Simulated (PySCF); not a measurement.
Compound: C₄H₈Cl₂Si.
Z-matrix (Å and degrees, GFN2-xTB geometry), rows numbered from 1:
```
C 
C   1  1.3248
Si  2  1.8797  1  124.79
C   3  1.9325  2  106.26  1  -138.49
C   4  1.5097  3  116.18  2    59.35
Cl  4  1.7907  3  107.42  2   -62.93
Cl  4  1.7903  3  107.50  2  -178.29
H   1  1.0792  2  122.46  3  -179.35
H   1  1.0776  2  121.74  3     0.74
H   2  1.0843  1  118.21  3   178.94
H   3  1.4610  2  112.48  1   105.81
H   3  1.4635  2  112.62  1   -22.41
H   5  1.0881  4  109.38  3    60.12
H   5  1.0892  4  111.42  3  -179.56
H   5  1.0883  4  109.41  3   -59.06
```

Computed, not measured: TDDFT B3LYP/def2-SVPD, vertical, gas phase, core orbitals frozen in the response (PySCF 2.14.0, density-fitted response routines).

Frontier orbitals with the atoms that hold most of them (Löwdin shares over 4%, at most four atoms; ? is withheld):

| orbital | ε (eV) | atoms |
| --- | --- | --- |
| HOMO-3 | -8.77 | Cl6 42%, Cl7 25%, C2 7%, Si3 7% |
| HOMO-2 | -8.30 | Cl7 45%, Cl6 43% |
| HOMO-1 | -8.19 | C2 29%, C1 28%, Cl6 10%, Cl7 8% |
| HOMO | ? | ? |
| LUMO | -1.05 | ? |
| LUMO+1 | -0.28 | Cl6 33%, C4 21%, Cl7 19%, C2 6% |
| LUMO+2 | 0.11 | Cl7 32%, C4 24%, Cl6 14%, Si3 11% |

**Question.** Give the leading atoms of the LUMO.

**Answer.** C1 (bonded to C and 2 H) 32%; C2 (bonded to C, Si and H) 27%; Si3 (bonded to 2 C and 2 H) 9%; Cl7 (bonded to C) 5%. By element: carbon 60% or more, silicon 9%, chlorine 5% or more.

**Question.** Give the leading atoms of the HOMO.

**Answer.** Cl7 (bonded to C) 26%; Cl6 (bonded to C) 20%; C4 (bonded to C, 2 Cl and Si) 18%; Si3 (bonded to 2 C and 2 H) 10%. By element: chlorine 46%, carbon 18% or more, silicon 10%.

**Question.** What is the HOMO energy, and the HOMO–LUMO gap?

**Answer.** ε(HOMO) = -7.75 eV; the gap is 6.70 eV (0.2461 hartree).

**Question.** How does S1 compare with the orbital gap of 6.70 eV?

**Answer.** S1 is at 5.90 eV (f = 0.049), 0.80 eV below the gap, made of HOMO→LUMO (83%), HOMO-1→LUMO (9%). 

**Question.** Give energy, strength and leading configuration of S1, S2 and S3, and follow the Löwdin shares of the leading atoms from the occupied to the empty orbital.

**Answer.** 
- S1 (5.90 eV, f 0.049), HOMO→LUMO (83%): Cl7 26% → 5%, Cl6 20% → at most 6%, C1 at most 10% → 32%, C2 at most 10% → 27%
- S2 (6.38 eV, f 0.0010), HOMO→LUMO+1 (82%): Cl7 26% → 19%, Cl6 20% → 33%, C4 18% → 21%
- S3 (6.43 eV, f 0.0042), HOMO-2→LUMO (75%): Cl7 45% → 5%, Cl6 43% → at most 6%, C1 at most 4% → 32%, C2 at most 4% → 27%

Löwdin shares depend on the basis, the more so with diffuse functions.

One conformer stands for the species.
